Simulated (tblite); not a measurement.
C7H13BF2.
Atom-mapped SMILES: `[CH3:1][B:2]([CH3:3])[C@H:4]1[CH2:5][C@@H:6]([F:7])[C@@H:8]([F:9])[CH2:10]1` (hydrogens: H11, H12, H13 on C1; H14, H15, H16 on C3; H17 on C4; H18, H19 on C5; H20 on C6; H21 on C8; H22, H23 on C10)

Computed with GFN2-xTB (tblite), gas phase: L-BFGS steps from a force-field or distance-geometry start until the largest atomic force falls under 0.01 eV/Å.

Step 16: E = -879.3536 eV
```
atom  x, y, z in Å  |  force x, y, z in eV/Å
C1     -1.6582   -0.7617   -1.3575    0.024  -0.010  -0.028
B2     -1.4240   -0.2977    0.1282   -0.148  -0.029  -0.015
C3     -2.6419   -0.1978    1.1240   -0.029   0.012   0.027
C4      0.0375    0.0829    0.6512   -0.081  -0.034   0.024
C5      1.0499   -1.0790    0.4857    0.025  -0.056  -0.016
C6      2.2912   -0.5139   -0.2057    0.020  -0.039  -0.035
F7      2.2815   -0.8946   -1.5308    0.033   0.022  -0.038
C8      2.1480    1.0104   -0.1072    0.023   0.006   0.010
F9      2.7984    1.6543   -1.1302    0.029   0.007   0.022
C10     0.6446    1.2488   -0.1462    0.012   0.028  -0.044
H11    -0.7650   -0.8174   -1.9740    0.059   0.014   0.027
H12    -2.1298   -1.7453   -1.3875   -0.019   0.059   0.027
H13    -2.3551   -0.0888   -1.8607    0.010  -0.042   0.053
H14    -3.6098   -0.4631    0.7013    0.091   0.012  -0.032
H15    -2.4811   -0.8405    1.9902    0.016   0.039  -0.002
H16    -2.7256    0.8156    1.5191    0.013  -0.043   0.014
H17     0.0294    0.3710    1.7055    0.020   0.017   0.041
H18     1.3056   -1.5201    1.4471    0.000   0.020   0.021
H19     0.6466   -1.8675   -0.1479   -0.017  -0.038   0.004
H20     3.2397   -0.8797    0.2024   -0.017  -0.014  -0.027
H21     2.6098    1.3669    0.8209   -0.029   0.013   0.054
H22     0.3729    2.2163    0.2706   -0.030   0.015  -0.047
H23     0.3308    1.2077   -1.1886   -0.007   0.040  -0.039
```

Step 17: E = -879.3557 eV
```
atom  x, y, z in Å  |  force x, y, z in eV/Å
C1     -1.6543   -0.7616   -1.3557    0.026  -0.005  -0.002
B2     -1.4242   -0.2980    0.1314   -0.130  -0.020  -0.024
C3     -2.6420   -0.1971    1.1267    0.002  -0.001   0.012
C4      0.0372    0.0840    0.6539   -0.074  -0.035  -0.017
C5      1.0484   -1.0804    0.4854    0.000  -0.014  -0.015
C6      2.2873   -0.5131   -0.2073    0.020  -0.014  -0.037
F7      2.2711   -0.8856   -1.5344    0.037   0.012  -0.050
C8      2.1459    1.0108   -0.1020    0.037  -0.006  -0.004
F9      2.8007    1.6574   -1.1195    0.053   0.020  -0.003
C10     0.6435    1.2470   -0.1518   -0.003  -0.022   0.002
H11    -0.7578   -0.8166   -1.9680    0.039   0.010   0.024
H12    -2.1271   -1.7441   -1.3876   -0.013   0.042   0.026
H13    -2.3503   -0.0891   -1.8599    0.013  -0.028   0.043
H14    -3.6073   -0.4628    0.7001    0.066   0.014  -0.014
H15    -2.4804   -0.8395    1.9930    0.004   0.037  -0.005
H16    -2.7235    0.8163    1.5213   -0.001  -0.035   0.014
H17     0.0304    0.3741    1.7083    0.033   0.019   0.014
H18     1.3055   -1.5238    1.4450   -0.004   0.018   0.023
H19     0.6431   -1.8655   -0.1515   -0.016  -0.040   0.019
H20     3.2365   -0.8799    0.1943    0.020  -0.039  -0.011
H21     2.6053    1.3646    0.8285   -0.048   0.006   0.057
H22     0.3701    2.2170    0.2569   -0.052   0.020  -0.060
H23     0.3372    1.1923   -1.1970   -0.009   0.062   0.009
```

**Question.** Estimate the geometry and energy of step 18. (The exact step hangs on the optimiser's Hessian estimate; all steps are aligned on step 17, rigid shifts and turns removed.)

**Answer.** E = -879.3574 eV, largest force 0.089 eV/Å
```
atom  x, y, z in Å  |  force x, y, z in eV/Å
C1     -1.6509   -0.7616   -1.3544    0.020   0.000   0.022
B2     -1.4264   -0.2986    0.1335   -0.054  -0.003  -0.018
C3     -2.6421   -0.1964    1.1290    0.024  -0.010  -0.003
C4      0.0355    0.0842    0.6556   -0.037  -0.023  -0.046
C5      1.0471   -1.0819    0.4847   -0.022   0.023  -0.014
C6      2.2846   -0.5129   -0.2092    0.014   0.007  -0.029
F7      2.2642   -0.8784   -1.5381    0.036   0.005  -0.048
C8      2.1448    1.0109   -0.0981    0.029  -0.013  -0.011
F9      2.8035    1.6600   -1.1114    0.062   0.025  -0.008
C10     0.6426    1.2454   -0.1561   -0.015  -0.051   0.036
H11    -0.7515   -0.8158   -1.9627    0.019   0.006   0.023
H12    -2.1256   -1.7424   -1.3871   -0.008   0.012   0.018
H13    -2.3465   -0.0899   -1.8585    0.010  -0.006   0.021
H14    -3.6041   -0.4624    0.6985    0.016   0.009  -0.002
H15    -2.4797   -0.8380    1.9952   -0.005   0.022   0.002
H16    -2.7219    0.8163    1.5233   -0.014  -0.013   0.017
H17     0.0317    0.3766    1.7104    0.034   0.011  -0.024
H18     1.3055   -1.5260    1.4439   -0.007   0.019   0.013
H19     0.6402   -1.8650   -0.1537   -0.012  -0.038   0.031
H20     3.2343   -0.8806    0.1880    0.042  -0.055  -0.004
H21     2.6008    1.3630    0.8352   -0.061  -0.006   0.045
H22     0.3673    2.2179    0.2456   -0.061   0.013  -0.063
H23     0.3419    1.1823   -1.2034   -0.010   0.068   0.042
```

The energy changes by -0.0017 eV. The first-order estimate −F·Δx gives -0.0024 eV and the mean of the old and new forces, exact on a quadratic surface, -0.0017 eV. The step makes an angle of 73° with the force vector and moves no atom by more than 0.013 Å.

What follows is the cost of the whole relaxation. The run took 0.74 s of wall time on one thread, Arm Neoverse N1 (aarch64) (shared host).
